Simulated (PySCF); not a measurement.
Two species compared at the same levels of theory.

First species: (CH3)2CHCHF2, C4H8F2.
InChI=1S/C4H8F2/c1-3(2)4(5)6/h3-4H,1-2H3

Second species: CH₁₂O₂Si₅.
SMILES with atom numbers: `[CH3:1][O:2][Si@@H:3]1[SiH2:4][SiH2:5][SiH2:6][Si@@H:7]1[OH:8]` (hydrogens: H9, H10, H11 on C1; H12 on Si3; H13, H14 on Si4; H15, H16 on Si5; H17, H18 on Si6; H19 on Si7; H20 on O8)

Levels: PBE0/pcSseg-1 for HOMO energy, LUMO energy and HOMO–LUMO gap. Geometries: GFN2-xTB. Each species is one conformer at its optimised geometry, gas phase, non-relativistic unless stated. Electronic properties by PySCF.

Dipoles, sizes and rotational constants follow the conformer. The torsions of the flexible species, by atom-mapped SMILES:
- `[CH3:1][CH:2]([CH3:3])[CH:4]([F:5])[F:6]`: C1–C2–C4–F5 -56°

The conformers of `CO[Si@@H]1[SiH2][SiH2][SiH2][Si@@H]1O` aren't listed.

| property | column X | column Y |
| --- | --- | --- |
| HOMO energy | -7.32 eV | -9.16 eV |
| LUMO energy | -1.70 eV | 1.38 eV |
| HOMO–LUMO gap | 5.62 eV | 10.54 eV |

Problem. Which column belongs to which species?

Solution. Column X is the second species and column Y the first. The first has 14 atoms and 50 electrons, the second 20 and 104.

Problem. How does each property change from the first species to the second?

Solution. HOMO energy +1.84 eV; LUMO energy -3.08 eV; HOMO–LUMO gap -4.92 eV.

